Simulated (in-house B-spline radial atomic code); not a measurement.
Settings and results of a run for Tc II (Tc+) (an excited or competing configuration). Computed with a B-spline radial code for spherical atoms: Dirac-Hartree-Fock, average of the jj configuration, Fermi nucleus of rms radius 4.41117 fm.

In the input, a minus or plus after the letter marks the j = l - 1/2 or j = l + 1/2 subshell.

Command:
```bash
python run_scf.py task.json out
```
Settings (nuclear radius in fm, mass in u):
```
Z                43
configuration    1s2 2s2 2p6 3s2 3p6 3d10 4s2 4p6 4d-4 4d+1 7g+1
hamiltonian      dirac
method           hf
spin_polarised   False
nucleus          fermi
rms_radius       4.41117
atomic_mass      96.90636
speed_of_light   137.035999084
```

Output (hartree, bohr):
```
 radial grid: 93 intervals, B-splines of order 8, outer radius 173.4 bohr

 iter        energy (Eh)    residual
    1       -4277.662548    5.36e-01
    2       -4281.975786    1.97e-01
    3       -4283.322808    6.18e-02
    4       -4283.444614    2.13e-02
    5       -4283.456230    8.88e-03
    6       -4283.458349    1.30e-03
    7       -4283.458378    2.70e-04
    8       -4283.458381    4.21e-05
    9       -4283.458381    5.49e-06
   10       -4283.458381    6.07e-07
   11       -4283.458381    4.99e-08

 total energy                     -4283.45838
 kinetic                            4450.3922
 electron-nucleus                 -10332.0796
 electron-electron                  1598.2290

 first-order corrections (not in the total)
   Gaunt                             2.9229
   retardation                      -0.2909
   frequency dependence             -0.0192
   self-energy                       1.9644
   Uehling                          -0.2285
   Wichmann-Kroll                    0.0036
   recoil                            0.0170

 orbital      occ     eigenvalue          <r>       <r^2>       <1/r>     <1/r^3>       r_max    small
 1s1/2      2.000      -778.7204    0.0342718   0.0015856     44.7107           -     0.02228  2.46e-02
 2s1/2      2.000      -114.4122     0.148949    0.026222     10.2278           -      0.1261  5.10e-03
 2p1/2      2.000      -105.1948     0.127196    0.019866      10.168           -     0.09825  5.07e-03
 2p3/2      4.000      -100.8046     0.131802   0.0212042     9.66388     2586.73      0.1021  4.90e-03
 3s1/2      2.000       -21.6195     0.412605     0.19493     3.52644           -      0.3713  1.38e-03
 3p1/2      2.000       -18.0254     0.407226    0.192917     3.41912           -      0.3592  1.32e-03
 3p3/2      4.000       -17.2600     0.417271    0.202311     3.29997     442.096      0.3683  1.28e-03
 3d3/2      4.000       -10.9573     0.395257    0.187038     3.10655     64.8502      0.3104  1.16e-03
 3d5/2      6.000       -10.7777     0.399553    0.191034     3.06935     61.4525      0.3136  1.14e-03
 4s1/2      2.000        -3.8556       1.0663     1.28609     1.27009           -      0.9519  3.00e-04
 4p1/2      2.000        -2.7972      1.16402     1.54905     1.14937           -       1.012  2.54e-04
 4p3/2      4.000        -2.5409      1.18411     1.60136     1.12408     61.0598       1.032  2.47e-04
 4d3/2      4.000        -1.0106      1.59698     3.02453    0.823024     5.09378       1.259  1.42e-04
 4d5/2      1.000        -0.9785       1.6198     3.11591    0.812417     4.81704       1.273  1.39e-04
 7g9/2      1.000        -0.0408      31.7428     1138.81   0.0408375 0.000260271       35.25  1.09e-06

 Slater integrals (Eh)
   F0(4d3/2,4d3/2)               0.567908
   F2(4d3/2,4d3/2)               0.285428
   F0(4d3/2,4d5/2)               0.563939
   F2(4d3/2,4d5/2)               0.283120
   G2(4d3/2,4d5/2)               0.283012
   G4(4d3/2,4d5/2)               0.184537
   F0(4d3/2,7g9/2)               0.040837
   F2(4d3/2,7g9/2)               0.000784
   G4(4d3/2,7g9/2)               0.000010
   G6(4d3/2,7g9/2)               0.000008
   F0(4d5/2,4d5/2)               0.560052
   F2(4d5/2,4d5/2)               0.280921
   F4(4d5/2,4d5/2)               0.183091
   F0(4d5/2,7g9/2)               0.040837
   F2(4d5/2,7g9/2)               0.000808
   F4(4d5/2,7g9/2)               0.000096
   G2(4d5/2,7g9/2)               0.000018
   G4(4d5/2,7g9/2)               0.000012
   G6(4d5/2,7g9/2)               0.000009
   F0(7g9/2,7g9/2)               0.028147
   F2(7g9/2,7g9/2)               0.014379
   F4(7g9/2,7g9/2)               0.010018
   F6(7g9/2,7g9/2)               0.007786
   F8(7g9/2,7g9/2)               0.006385
```

Time taken, with all properties: 5.2 s on 1 thread of x86-64 server CPU, on a shared host.

For the Dirac Hamiltonian the kinetic term is c α·p + (β - 1)c².
